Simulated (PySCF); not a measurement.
Molfile (atoms numbered from 1):
```
C4H7F3S
     RDKit          3D

 15 14  0  0  0  0  0  0  0  0999 V2000
   -2.1778    0.1244    0.5062 C   0  0  0  0  0  0  0  0  0  0  0  0
   -0.8274    0.4736   -0.1088 C   0  0  0  0  0  0  0  0  0  0  0  0
   -0.0803   -0.7920   -0.4957 C   0  0  0  0  0  0  0  0  0  0  0  0
    1.4571   -0.4723   -1.4327 S   0  0  0  0  0  0  0  0  0  0  0  0
    2.5039    0.1718   -0.0887 C   0  0  0  0  0  0  0  0  0  0  0  0
    2.1940    1.4276    0.2544 F   0  0  0  0  0  0  0  0  0  0  0  0
    2.3999   -0.5599    1.0244 F   0  0  0  0  0  0  0  0  0  0  0  0
    3.7789    0.1674   -0.4590 F   0  0  0  0  0  0  0  0  0  0  0  0
   -2.0467   -0.4879    1.3954 H   0  0  0  0  0  0  0  0  0  0  0  0
   -2.7927   -0.4246   -0.2033 H   0  0  0  0  0  0  0  0  0  0  0  0
   -2.7044    1.0317    0.7888 H   0  0  0  0  0  0  0  0  0  0  0  0
   -0.9739    1.0904   -0.9974 H   0  0  0  0  0  0  0  0  0  0  0  0
   -0.2422    1.0510    0.6086 H   0  0  0  0  0  0  0  0  0  0  0  0
   -0.6708   -1.3943   -1.1862 H   0  0  0  0  0  0  0  0  0  0  0  0
    0.1778   -1.3988    0.3719 H   0  0  0  0  0  0  0  0  0  0  0  0
  1  2  1  0
  2  3  1  0
  3  4  1  0
  4  5  1  0
  5  6  1  0
  5  7  1  0
  5  8  1  0
  1  9  1  0
  1 10  1  0
  1 11  1  0
  2 12  1  0
  2 13  1  0
  3 14  1  0
  3 15  1  0
M  END
```

Geometry: GFN2-xTB; GIAO absolute shieldings from PySCF, gas phase, non-relativistic, averaged over equivalent atoms.

At PBE0/pcSseg-1 (178 basis functions, 18 s wall time on 1 thread of an AMD EPYC 9R45 96-Core, shared host):
```csv
atoms,σ (ppm)
C5,44.0
C3,147.3
C2,156.5
C1,170.6
S4,375.5
F6/F7/F8,225.9
H14/H15,28.98
H12/H13,29.87
H9/H10/H11,30.65
```

**Question.** What do these become at HF/pcSseg-1?

**Answer.** 
```
     atoms  σ at HF/pcSseg-1  change
        C5              70.2   +26.2
        C3             159.1   +11.8
        C2             166.0    +9.5
        C1             177.1    +6.5
        S4             430.8   +55.3
  F6/F7/F8             272.1   +46.2
   H14/H15             29.56   +0.58
   H12/H13             30.36   +0.49
H9/H10/H11             31.04   +0.39
```

The largest change is at S4 (sulfide sulfur). Cost: 178 basis functions, 7.4 s wall time on 1 thread of an AMD EPYC 9R45 96-Core, shared host. The order of the carbon signals is the same at both levels.
